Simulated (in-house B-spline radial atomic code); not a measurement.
# Ionising Rh XXXII (Rh31+) with different functionals

Computed with a B-spline radial code for spherical atoms: scalar-relativistic (spin-free X2C) Hamiltonian, Fermi nucleus of rms radius 4.4945 fm, spin-polarised at highest spin, spherical fractional occupations for the functionals. The ionisation energy is the difference of two self-consistent energies, [Ne] 3s2 3p2 → [Ne] 3s2 3p1, without Breit or QED terms; ε is the level of the shell that loses the electron (its least bound occupied spin orbital). There is no spin-orbit coupling in this Hamiltonian.

Hybrids are left out here: with spherical fractional occupations of an open shell their exact exchange keeps a self-interaction that integer-occupation calculations don't have.

```csv
method,rung,ΔSCF (eV),-ε(3p) (eV)
LDA exchange-only,LDA,1830.81,1797.57
BP86,GGA,?,?
BLYP,GGA,?,?
SCAN,meta-GGA,1834.25,1802.20
```

(1) What does BLYP give?

(2) What does BP86 give?

(3) How do they compare with the NIST value?

Answers

(1) ΔSCF 1834.01 eV, and -ε(3p) = 1800.80 eV.

(2) ΔSCF 1833.87 eV, and -ε(3p) = 1800.77 eV.

(3) NIST lists 1851 eV ± 4 (semi-empirical, ground level to ground level). Errors run from -20.19 to -16.75 eV. The correlated functionals all miss on the same side by more than they spread, so the cause is common to them (spin-orbit coupling, Breit-QED terms, multiplet and fine-structure energies, or a listed next ion that isn't the cheapest removal here) and closeness doesn't rank the functionals.
